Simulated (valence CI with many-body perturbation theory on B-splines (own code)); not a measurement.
O: electric-dipole lines

Computed by valence CI with perturbative core correlation (CI+MBPT): six valence electrons over a frozen Dirac-Fock core [He], radial functions for each j: 9 s, 9 p, 8 d, 6 f, 3 g, 1 h, with the one-electron correlation potential Σ1 (screened to all orders), the two-electron term Σ2, the three-electron term Σ3, Breit, model QED; selected single and double excitations, second order for the rest, scaled by the run's own slope (own B-spline code, finite nucleus).

Set against measurement, 22 paired levels are off by 257 cm⁻¹ on average, the worst by 374. Among the levels kept, up to 1500 cm⁻¹ of a level comes from second order outside the variational space, and about a tenth of that is noise between levels of different J, which matters for small intervals.

Lines 51 to 86 of 86 in falling wavelength, among levels below 98556 cm⁻¹, chosen from the strongest by gf and those to the six lowest levels. Wavelengths and rates use the calculated energies, so an error of 300 cm⁻¹ moves a line at 1740 Å by 0.52 % and its rate by three times that or more. Electric multipoles are in the length gauge, E1 and E2 with the static RPA response of the core. Weak lines are less certain than strong ones. Lines between different terms over intervals too small for the method are left out, as are lines whose strength nearly cancels. The highest levels of a list are the least certain.

```tsv
λ vac (Å)	λ from measured levels	Upper	Lower	A (s⁻¹)	S (a.u.)
1740	1727	2s2.2p3.3s 5S°_2	2s2.2p4 1D_2	5.08e-01	6.60e-09
1651	1641	2s2.2p3.3s 3S°_1	2s2.2p4 1D_2	1.78e+03	1.19e-05
1615	1602	2s2.2p3.4s 3S°_1	2s2.2p4 1S_0	4.62e+00	2.88e-08
1585	1572	2s2.2p3.3d 5D°_1	2s2.2p4 1S_0	2.84e-01	1.67e-09
1583	1570	2s2.2p3.3d 3D°_1	2s2.2p4 1S_0	4.01e+00	2.36e-08
1366	1359	2s2.2p3.3s 5S°_2	2s2.2p4 3P_1	1.01e+03	6.32e-06
1361	1356	2s2.2p3.3s 5S°_2	2s2.2p4 3P_2	3.15e+03	1.96e-05
1311	1306	2s2.2p3.3s 3S°_1	2s2.2p4 3P_0	6.60e+07	2.20e-01
1310	1305	2s2.2p3.3s 3S°_1	2s2.2p4 3P_1	2.00e+08	6.66e-01
1307	1302	2s2.2p3.3s 3S°_1	2s2.2p4 3P_2	3.36e+08	1.11e+00
1263	1256	2s2.2p3.4s 5S°_2	2s2.2p4 1D_2	4.90e+00	2.43e-08
1250	1244	2s2.2p3.4s 3S°_1	2s2.2p4 1D_2	2.73e+02	7.91e-07
1232	1226	2s2.2p3.3d 5D°_1	2s2.2p4 1D_2	3.27e+00	9.07e-09
1232	1226	2s2.2p3.3d 5D°_3	2s2.2p4 1D_2	7.80e+00	5.04e-08
1232	1226	2s2.2p3.3d 5D°_2	2s2.2p4 1D_2	4.46e+00	2.06e-08
1231	1225	2s2.2p3.3d 3D°_1	2s2.2p4 1D_2	1.21e+02	3.35e-07
1231	1225	2s2.2p3.3d 3D°_3	2s2.2p4 1D_2	7.90e+02	5.09e-06
1231	1225	2s2.2p3.3d 3D°_2	2s2.2p4 1D_2	1.60e+01	7.35e-08
1053	1049	2s2.2p3.4s 5S°_2	2s2.2p4 3P_1	2.88e+02	8.29e-07
1051	1047	2s2.2p3.4s 5S°_2	2s2.2p4 3P_2	1.54e+02	4.41e-07
1045	1042	2s2.2p3.4s 3S°_1	2s2.2p4 3P_0	1.92e+07	3.24e-02
1045	1041	2s2.2p3.4s 3S°_1	2s2.2p4 3P_1	5.76e+07	9.71e-02
1042	1039	2s2.2p3.4s 3S°_1	2s2.2p4 3P_2	7.43e+07	1.25e-01
1032	1028	2s2.2p3.3d 5D°_0	2s2.2p4 3P_1	4.08e+02	2.21e-07
1032	1029	2s2.2p3.3d 5D°_1	2s2.2p4 3P_0	7.90e+01	1.28e-07
1032	1028	2s2.2p3.3d 5D°_1	2s2.2p4 3P_1	1.97e+02	3.21e-07
1032	1028	2s2.2p3.3d 5D°_2	2s2.2p4 3P_1	9.62e+00	2.60e-08
1031	1028	2s2.2p3.3d 3D°_1	2s2.2p4 3P_0	4.51e+07	7.32e-02
1031	1027	2s2.2p3.3d 3D°_1	2s2.2p4 3P_1	3.43e+07	5.56e-02
1031	1027	2s2.2p3.3d 3D°_2	2s2.2p4 3P_1	6.15e+07	1.66e-01
1029	1026	2s2.2p3.3d 5D°_1	2s2.2p4 3P_2	4.90e+02	7.92e-07
1029	1026	2s2.2p3.3d 5D°_3	2s2.2p4 3P_2	1.40e+03	5.29e-06
1029	1026	2s2.2p3.3d 5D°_2	2s2.2p4 3P_2	5.40e+02	1.45e-06
1029	1026	2s2.2p3.3d 3D°_1	2s2.2p4 3P_2	2.69e+06	4.34e-03
1028	1026	2s2.2p3.3d 3D°_3	2s2.2p4 3P_2	9.75e+07	3.66e-01
1028	1026	2s2.2p3.3d 3D°_2	2s2.2p4 3P_2	2.42e+07	6.50e-02
```
